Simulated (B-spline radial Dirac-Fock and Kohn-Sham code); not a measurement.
**Two-hole binding energies of Ho**

System: the free holmium atom, configuration [Xe] 4f13 (not the ground configuration).

Input of the calculation (task.json; shells as n, l, electrons):

```json
{"items": [{
  "Z": 67,
  "q": 0,
  "cfg": [[1, 0, 2], [2, 0, 2], [2, 1, 6], [3, 0, 2], [3, 1, 6], [3, 2, 10], [4, 0, 2], [4, 1, 6], [4, 2, 10], [4, 3, 13], [5, 0, 2], [5, 1, 6]],
  "A": 165,
  "rrms": 5.2022,
  "do": ["binding", "quiet", "double"]
}]}
```

Launch: `python xray_run.py task.json out`

The computed values come from a B-spline atomic structure program: Dirac-Fock ΔSCF + Breit + QED. U is the two-hole binding energy less the two single-hole energies, the effective repulsion of the holes after relaxation. Each two-hole energy is an average over J within one jj subconfiguration.

```
          holes  E(a) (eV)  E(b) (eV)  E(ab) (eV)  U (eV)
   1s⁻¹ 2p3/2⁻¹    55602.3     8056.9     63944.6   285.4
   1s⁻¹ 3d3/2⁻¹    55602.3     1375.4     57052.2    74.5
   1s⁻¹ 3d5/2⁻¹    55602.3     1337.0     57010.8    71.5
        2p1/2⁻²     8904.2     8904.2     18040.6   232.3
   2s⁻¹ 3p1/2⁻¹     9386.5     1909.7     11363.0    66.8
   2p1/2⁻¹ 3s⁻¹     8904.2     2119.3     11087.1    63.7
   2s⁻¹ 3d3/2⁻¹     9386.5     1375.4     10833.3    71.3
2p1/2⁻¹ 3d3/2⁻¹     8904.2     1375.4     10349.6    70.0
   2p3/2⁻¹ 3s⁻¹     8056.9     2119.3     10238.5    62.3
2p3/2⁻¹ 3d3/2⁻¹     8056.9     1375.4      9505.6    73.3
        3p1/2⁻²     1909.7     1909.7      3867.1    47.6
3p1/2⁻¹ 3p3/2⁻¹     1909.7     1730.0      3679.6    39.9
        3p3/2⁻²     1730.0     1730.0      3499.8    39.8
        3d5/2⁻²     1337.0     1337.0           ?       ?
```

Question: Give the missing two-hole energy and U.

Answer: E(ab) = 2722.8 eV and U = 48.8 eV.
